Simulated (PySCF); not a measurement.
Dissociation curve of SMILES [BeH2]. The Be1–H3 bond (Be1 also carries H; H3 carries nothing else) is varied alone, starting from the PBE0/def2-TZVP optimised geometry.

Computed with: UCCSD = CCSD on UHF/cc-pVDZ (PySCF); RKS-BLYP = restricted BLYP/cc-pVDZ run with PySCF; UKS-BLYP = unrestricted BLYP/cc-pVDZ in PySCF; NEVPT2 = PySCF with SC-NEVPT2 on CASSCF(2,2)/cc-pVDZ, all electrons correlated; UCCSD(T) = PySCF with CCSD(T) on UHF/cc-pVDZ.

Energies are in mEh, each relative to the lowest point of its own curve near equilibrium.

```
R / Å  UCCSD  RKS-BLYP  UKS-BLYP  NEVPT2  UCCSD(T)
-----  -----  --------  --------  ------  --------
0.99    59.3      57.3      57.3    60.8      59.3
1.07    30.6      29.5      29.5    31.9      30.6
1.12    18.6      17.9      17.9    19.8      18.7
1.20     6.6       6.3       6.3     7.4       6.6
1.26     1.9       1.8       1.8     2.4       1.9
1.31     0.2       0.2       0.2     0.4       0.2
1.34     0.0       0.0       0.0     0.0       0.0
1.38     0.5       0.5       0.5     0.2       0.5
1.43     2.1       2.0       2.0     1.5       2.1
1.48     4.7       4.5       4.5     3.8       4.7
1.55     9.6       9.2       9.2     8.2       9.5
1.65    18.4      17.6      17.6    16.4      18.3
1.80    33.8      32.5      32.5    30.8      33.6
2.00    55.6      53.6      53.6    51.4      55.4
2.20    76.6      74.3      74.3    71.2      76.2
2.40    95.3      93.4      93.4    88.7      94.6
2.65   114.4     114.3     114.1   106.5     113.3
2.96   131.0     135.5     131.1   122.2     129.7
3.24   140.1     150.6     139.8   131.0     139.0
3.63   145.7     166.2     146.2   137.4     145.4
4.06   147.4     177.8     149.4   140.2     147.4
4.68   147.9     187.9     150.9   141.4     147.9
```

The unrestricted determinant behind UCCSD, UCCSD(T) is spin-contaminated at 2.20 to 4.68 Å (<S²> up to 1.0, against 0.00 for a pure singlet). At the longest distance RKS-BLYP leaves fractional charges on the fragments, a sign of delocalisation error or of the restricted form. The restricted form behind RKS-BLYP keeps the bonding electrons paired and can't separate into open-shell fragments. The unrestricted determinant behind UKS-BLYP is spin-contaminated at 2.65 to 4.68 Å (<S²> up to 1.0, against 0.00 for a pure singlet).
